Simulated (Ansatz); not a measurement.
Compare A (`[CH2][GeH2][OH]`•) with its isomer B (`[CH3][GeH][OH]`•).

Gas-phase electronic energies from Ansatz, PBE0-D4/def2-TZVP geometries. CBS: MP2 limit from def2 TZ/QZ plus the TZ coupled-cluster correction, frozen cores. Functionals use def2-TZVPP. B3LYP here is the variant with VWN-RPA as its local correlation; programs differ in this. No spin–orbit coupling; open shells (•) take unrestricted orbitals. For Ge outer-core shells are correlated without core-valence functions, which leaves a few kJ/mol of doubt a bond. Scalar relativity is left out up to krypton. One conformer a species, not always the lowest.

Problem. Which is lower in electronic energy at CCSD(T)/CBS, and by how much? (Estimate.)

Solution. Computed: B, by 84.2 kJ/mol.

Problem. Give E(B) − E(A) in kJ/mol with B3LYP-D4, CCSD(T)/def2-TZVPP, HF/def2-TZVPP, LDA (SPW92), B2PLYP, PBE-D4, ωB97M-V. (An estimate is asked.)

Solution. Ansatz gave: B3LYP-D4 -91.9, CCSD(T)/def2-TZVPP -82.2, HF/def2-TZVPP -51.8, LDA (SPW92) -114.1, B2PLYP -89.4, PBE-D4 -102.6, ωB97M-V -94.4. None reverses the order clearly.

Problem. Does the order hold for the free energy at 298.15 K (harmonic terms from PBE0-D4)? (Estimate.)

Solution. Computed: Yes: G(B) − G(A) = -68.3 kJ/mol, for one conformer each. Modes under 60 cm⁻¹, often nearly free rotors, make the harmonic entropy too high.

Largest T1 diagnostic: 0.013.

From r2SCAN to r2SCAN0 (25 % exact exchange), in def2-TZVPP and without D4, E(B) − E(A) moves by +4.2 kJ/mol. Leaving LDA and LC-ωPBE aside and taking each functional with its dispersion term where it has one, the values, not all of them listed here, spread over 23.8 kJ/mol, from PBE-D4 to BHLYP-D4. LDA lies −11.7 kJ/mol from PBE without D4.
